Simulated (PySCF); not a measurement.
C₄H₄OSe, SMILES C=C1[Se]CC1=O.

Coordinates come from a B3LYP-D3(BJ)/def2-SVP optimisation. This is a generated structure with no PubChem entry under its InChIKey; it may be hypothetical.

Calculation: PySCF with r2SCAN/def2-TZVP.

The total energy is -2631.51662 hartree and the point group comes out as Cs. The highest occupied level is -5.77 eV and the lowest empty level is -2.95 eV. The orbital gap is 2.82 eV, the dipole moment is 1.41 D and the quadrupole, principal values (traceless, Buckingham form, about the centre of nuclear charge) is -11.23, -0.88, 12.11 D·Å. The mean static polarisability is 76.6 bohr³ (11.35 Å³) and the polarisability, principal values is 46.5, 83.6, 99.8 bohr³.
